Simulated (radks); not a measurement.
The numbers below are computed, except where a source is named.
How relativity changes the ionisation of neutral thallium ([Hg] 6p1) to Tl+ ([Hg]). Spin-unpolarised spherical Kohn-Sham, PBE, point nucleus unless stated (finite: rms radius 5.4759 fm), a radial shooting solver on a logarithmic mesh with Libxc functionals. A level marked "c x" has the speed of light scaled by that factor and shares open shells by 2j + 1; other Dirac levels either fill j = l - 1/2 first or share by 2j + 1.

level                               E(Tl) (hartree)  E(Tl+) (hartree)  IE (eV)   HOMO  <r> HOMO (bohr)
non-rel.                                -18965.5546       -18965.3590    5.321     6p            3.878
scalar-rel.                             -20245.9458       -20245.7559    5.167     6p            3.856
scalar-rel., finite nucleus             -20240.6932       -20240.5032    5.169     6p            3.855
Dirac, 2j+1 shares                      -20288.8594       -20288.6656    5.273  6p3/2            4.053
Dirac, low j first                      -20288.8842       -20288.6656    5.948  6p1/2            3.469
Dirac, 2j+1 shares, finite nucleus      -20283.5411       -20283.3473    5.275  6p3/2            4.052
Dirac, c x 0.85                         -20975.5778       -20975.3819    5.329  6p3/2            4.162
Dirac, c x 1.25                         -19751.2793       -19751.0856    5.270  6p3/2            3.975
Dirac, c x 100                          -18965.6642       -18965.4686    5.321  6p3/2            3.878

NIST Atomic Spectra Database: 6.108 eV (measured). The relativistic part of the total energy of Tl is -1318 hartree (Dirac, 2j+1 shares, finite nucleus), 6.9 % of the non-relativistic value. Spin polarisation and multiplet splitting of open shells are left out at every level.

Beside tabulated values, note that relativity, absent from the non-relativistic runs, is large for the heavy elements, and spin-unpolarised runs miss the spin-polarisation part of the exchange energy of open shells, and scalar-relativistic runs lack spin-orbit coupling.
